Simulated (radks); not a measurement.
Numerical settings for the osmium ion Os3+, [Xe] 4f14 5d5. Method: scalar-relativistic Kohn-Sham, SCAN, spin-polarised, spherical densities, finite nucleus; open shells are filled with parallel spins first (spin-orbit coupling, left out, can overturn this in heavy ions); meta-GGA in the generalised Kohn-Sham scheme; Fermi nuclear charge, rms radius 5.4126 fm; computed with a radial shooting solver on a logarithmic mesh with Libxc functionals. The defaults (mesh step 0.008 in ln r, mesh end at 40 bohr or more with all orbitals vanishing there, Anderson mixing 0.5 over 9 steps, residual threshold near 1e-9 with the energy settled to 1e-9 hartree or 1e-11 of itself, here a cap of 88 iterations) give E = -17251.489 hartree and 5d at -36.812 eV in 13 iterations. Run on one thread of a shared host, so times are rough (Arm Neoverse N1): 0.33 s of CPU time, 0.33 s wall, 13 iterations on 2213 mesh points. Changes against that run (0 stands for a change within the tolerance of the run):

setting	iterations	converged	E (mhartree)	e(5d) (meV)	CPU (s)
mesh step in ln r 0.02	12	yes	-8.9	-0.00445	0.14
mesh step in ln r 0.03	12	yes	+41.5	+4.86	0.11
mesh step in ln r 0.12	4	no	diverged	-	0.02
mesh end (bohr) 3	13	yes	+417	+5.24e+03	0.3
mesh end (bohr) 5	13	yes	+2.91	+89.3	0.31
residual threshold 1e-13	32	yes	0	0	0.55
residual threshold 0.01	12	yes	0	-0.0098	0.32
mixing 1	11	yes	0	+0.00845	0.3
linear mixing, mixing 0.8	88	no	+1.76e+05	+1.01e+04	3.5
linear mixing, mixing 1	84	no	diverged	-	4.3
mixing history 20	13	yes	0	-0.00777	0.34
iteration cap 2	2	no	+6.67e+03	-3.19e+04	0.07

Settings that end as converged yet miss the energy by more than 1 mhartree: mesh step in ln r 0.02 (-0.0089 hartree); mesh step in ln r 0.03 (+0.0415 hartree); mesh end (bohr) 3 (+0.417 hartree); mesh end (bohr) 5 (+0.00291 hartree). A mesh that ends early acts as a hard wall.
